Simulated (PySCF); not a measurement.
C5H14OSi.
Numbering: `[CH3:1][CH2:2][O:3][Si:4]([CH3:5])([CH3:6])[CH3:7]` (hydrogens: H8, H9, H10 on C1; H11, H12 on C2; H13, H14, H15 on C5; H16, H17, H18 on C6; H19, H20, H21 on C7)

A GFN2-xTB structure was refined with PBE0-D3(BJ)/def2-SVP geometry optimisation, gas phase in PySCF. Its GFN2-xTB values:

```
  coordinate  GFN2-xTB
       C1–C2   1.521 Å
       C1–H8   1.087 Å
       C2–O3   1.402 Å
      C2–H11   1.097 Å
      O3–Si4   1.634 Å
      Si4–C5   1.896 Å
      Si4–C6   1.911 Å
      C5–H13   1.085 Å
    C1–C2–O3    109.4°
   C2–O3–Si4    129.0°
   O3–Si4–C5    102.1°
   O3–Si4–C6    111.6°
   C5–Si4–C6    111.7°
   C6–Si4–C7    108.2°
C1–C2–O3–Si4     -173°
C2–O3–Si4–C5      179°
```

Problem. How do these coordinates change at the PBE0-D3(BJ)/def2-SVP level?

Solution. 
```
  coordinate  PBE0-D3(BJ)/def2-SVP (Å or °)  change
      O3–Si4                          1.680  +0.046
      Si4–C6                          1.878  -0.033
      Si4–C5                          1.867  -0.029
      C5–H13                          1.101  +0.016
       C1–H8                          1.100  +0.013
      C2–H11                          1.108  +0.011
       C1–C2                          1.512  -0.009
       C2–O3                          1.402   0.000
   C2–O3–Si4                          124.5    -4.5
   O3–Si4–C5                          105.0    +2.9
   O3–Si4–C6                          109.7    -1.9
   C6–Si4–C7                          110.0    +1.8
   C5–Si4–C6                          111.1    -0.6
    C1–C2–O3                          109.6    +0.2
C1–C2–O3–Si4                           -177      -4
C2–O3–Si4–C5                            180      +1
```

The energy falls by 0.134 eV over 9 energy and gradient evaluations, the largest force component goes from 0.0313 to 3.6e-04 Eh/bohr, and the atoms move by 0.125 Å rms after alignment. The bond that changes most is O3–Si4 (silyl ether oxygen to oxygen-bound silicon), which lengthens by 0.046 Å. Bonds longer at the end by more than 0.005 Å: 15 of 20; shorter: 4. Rotational constants go from 2811, 1214, 1184 to 2912, 1209, 1191 MHz.

The run used 172 basis functions and 53 SCF cycles in all. On an Arm Neoverse V2 with one thread (shared host), this took 1.7 min wall.

Whether it is a minimum is left open (no frequencies). One conformer, not necessarily the lowest.

Shape of the structure used: `[CH3:1][CH2:2][O:3][Si:4]([CH3:5])([CH3:6])[CH3:7]`: C1–C2–O3–Si4 -177°, C2–O3–Si4–C5 180°.
